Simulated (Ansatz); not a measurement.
Reaction (homolysis of the C–O bond): `C[O][GeH2][CH3]` → `[CH3]`• + `[CH3][GeH2][O]`•

Program: Ansatz. Geometries: PBE0-D4/def2-TZVP. ΔE: electronic, gas phase. CCSD(T)/CBS is the MP2 limit (def2-TZVPP, def2-QZVPP) plus CCSD(T) − MP2 in def2-TZVPP, frozen cores. This one scheme is used for every species. DFT in def2-TZVPP. B3LYP here is the variant with VWN-RPA as its local correlation; programs differ in this. HSE06 is defined as in plane-wave codes. No spin–orbit coupling; open shells (•) take unrestricted orbitals. For Ge outer-core shells are correlated without core-valence functions, which leaves a few kJ/mol of doubt a bond. Scalar relativity is left out up to krypton. One conformer a species, not always the lowest.

`C[O][GeH2][CH3]`:

Z-matrix (Å, degrees):
```
C
O 1 1.404
H 1 1.093 2 108.3
H 1 1.099 2 112.2 3 -119.1
H 1 1.099 2 112.2 3 119.1
Ge 2 1.784 1 118.3 3 -179.9
C 6 1.936 2 105.0 1 179.6
H 6 1.546 2 108.1 1 -59.4
H 6 1.546 2 108.1 1 58.6
H 7 1.090 6 109.7 2 59.9
H 7 1.090 6 109.7 2 -59.8
H 7 1.091 6 110.6 2 -180.0
```

`[CH3]`•:

Cartesian coordinates in Å:
```
C 0.000 0.000 0.000
H 0.185 0.295 -1.022
H -0.825 0.433 0.546
H 0.640 -0.728 0.476
```

`[CH3][GeH2][O]`•:

Z-matrix (Å, degrees):
```
C
Ge 1 1.949
H 1 1.089 2 109.9
H 1 1.089 2 109.9 3 120.6
H 1 1.091 2 109.1 3 -119.7
O 2 1.797 1 103.0 3 -60.3
H 2 1.540 1 112.5 3 56.9
H 2 1.541 1 112.5 3 -177.4
```

| level | ΔE (kcal/mol) | difference from CCSD(T)/CBS |
| --- | --- | --- |
| LDA (SPW92) | 116.7 | 18.2 |
| PBE-D4 | 96.0 | -2.5 |
| BLYP-D4 | 90.7 | -7.8 |
| r2SCAN-D4 | 89.1 | -9.4 |
| B97M-V | 92.4 | -6.1 |
| PBE0-D4 | 94.2 | -4.3 |
| B3LYP-D4 | 91.7 | -6.8 |
| r2SCANh-D4 | 88.6 | -9.9 |
| r2SCAN0-D4 | 87.8 | -10.7 |
| HSE06-D4 | 94.3 | -4.2 |
| BHLYP-D4 | 87.5 | -11.0 |
| CAM-B3LYP-D4 | 94.1 | -4.4 |
| ωB97X-V | 96.8 | -1.7 |
| ωB97M-V | 96.9 | -1.6 |
| B2PLYP | 93.8 | -4.7 |
| PBE-QIDH | 96.6 | -1.9 |
| PBE | 94.4 | -4.1 |
| revPBE | 87.5 | -11.0 |
| BLYP | 87.4 | -11.1 |
| r2SCAN | 88.7 | -9.8 |
| PBE0 | 92.8 | -5.7 |
| r2SCANh | 88.2 | -10.3 |
| HSE06 | 93.1 | -5.4 |
| BHLYP | 85.6 | -12.9 |
| CAM-B3LYP | 92.7 | -5.8 |
| LC-ωPBE | 93.6 | -4.9 |
| RPA@PBE/def2-TZVPP | 91.9 | -6.6 |
| HF/def2-SVP | 60.7 | -37.8 |
| MP2/def2-SVP | 102.2 | 3.7 |
| CCSD/def2-SVP | 92.5 | -6.0 |
| HF/def2-TZVPP | 57.3 | -41.2 |
| MP2/def2-TZVPP | 104.4 | 5.9 |
| SCS-MP2/def2-TZVPP | 100.7 | 2.2 |
| CCSD/def2-TZVPP | 92.2 | -6.3 |
| CCSD(T)/def2-TZVPP | 95.4 | -3.1 |
| HF/def2-QZVPP | 57.3 | -41.2 |
| SCS-MP2/def2-QZVPP | 102.6 | 4.1 |
| HF/CBS(def2) | 57.3 | -41.2 |
| MP2/CBS(def2) | 107.5 | 9.0 |
| CCSD/CBS(def2) | 95.3 | -3.2 |
| CCSD(T)/CBS | 98.5 | 0 |

(1) What do rigid-rotor, harmonic-oscillator terms from PBE0-D4/def2-TZVP frequencies (298.15 K, 1 bar) make of the CCSD(T)/CBS value? (Estimate.)

Largest T1 diagnostic among the species: 0.014.

## Answers

(1) Computed: ΔZPE = -6.6 kcal/mol, ΔH = +93.2 kcal/mol, ΔS = 154 J/(mol·K), ΔG = +82.2 kcal/mol. Open shells count their whole term as degenerate.

From BLYP to BHLYP (50 % exact exchange), in def2-TZVPP and without D4, ΔE moves by −1.8 kcal/mol: exact exchange takes away binding that semilocal exchange gives to molecules. In def2-TZVPP, CCSD(T) changes the Hartree–Fock value by +38.1 kcal/mol (the triples alone add +3.2 kcal/mol) and MP2 by +47.1 kcal/mol; breaking electron pairs costs correlation energy, which Hartree–Fock lacks.
